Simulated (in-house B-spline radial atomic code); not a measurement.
**RPA and G0W0 on B3LYP (VWN-RPA): Rb VIII (Rb7+)**

Configuration [Ar] 3d10 4s2, mean-field start B3LYP (VWN-RPA). Computed with an all-electron radial atomic-structure program (B-spline basis): all electrons, scalar-relativistic (spin-free one-electron X2C), finite nucleus, each spin shell either full or empty, empty states to l = 9 with an (l + 1/2)⁻⁴ tail; G0W0 by contour deformation at full frequency.

Command:
```bash
python run_gw.py task.json out
```
Settings (radii: box in bohr, nucleus in fm):
```
Z                        37
electrons                30
configuration            [Ar] 3d10 4s2
hamiltonian              x2c
method                   b3lyp
lmax                     9
rms_radius               4.2036
spin_polarised           False
box_radius               8.41
intervals                67
ion_configuration        [Ar] 3d10 4s1
```

Cost of the run: 7.2 s on 1 thread of Arm Neoverse N1, with other jobs on the host.

Energies (hartree):

```
                                     term        value
                         mean-field total  -2967.31693
Hartree-Fock functional on these orbitals  -2965.62435
                      direct second order      -2.5824
                    second-order exchange      0.75383
                         SOSEX correction      0.69964
```

Task: What is the RPA correlation energy, and what remains with SOSEX?

Result: RPA gives -2.2937 hartree (-2.08 eV per electron); RPA + SOSEX gives -1.594, and the second-order doubles -1.8286 hartree (no singles). SOSEX takes back 31 % of the RPA value.

Quasi-particle levels (eV):

| level | occupied | mean field | Σx - vxc | Σc | QP weight | G0W0 |
| --- | --- | --- | --- | --- | --- | --- |
| 4s | yes | -127.13 | -3.76 | ? | ? | ? |
| 3d | yes | -217.72 | -17.55 | 3.31 | 0.956 | -231.97 |
| 4p | no | -104.39 | 7.47 | -1.85 | 0.969 | -98.77 |

G0W0 = mean field + (Σx - vxc) + Σc, with Σc (partial-wave tail included) taken at the quasi-particle energy. Only the outer levels were computed. Levels of low weight are left out.

Task: Where does G0W0 put 4s?

Result: At -133.47 eV, with Σc = -2.58 eV and a quasi-particle weight of 0.971. The tabulated removal energy is 132.79 ± 0.25 eV (NIST, semi-empirical); the calculation leaves out spin-orbit coupling, Breit and QED terms, and what these don't explain is the method's own error.

Task: What does it cost to remove one electron (to [Ar] 3d10 4s1) by differences of total energies, each species on its own start (correlation terms add to the Hartree-Fock functional)?

Result: B3LYP (VWN-RPA) 133.61 eV, Hartree-Fock functional 130.55 eV, + RPA 133.26 eV, + RPA + SOSEX 132.64 eV, + second order 133.47 eV. Tabulated: 132.79 ± 0.25 eV (NIST, semi-empirical); the calculation leaves out spin-orbit coupling, Breit and QED terms, and what these don't explain is the method's own error.
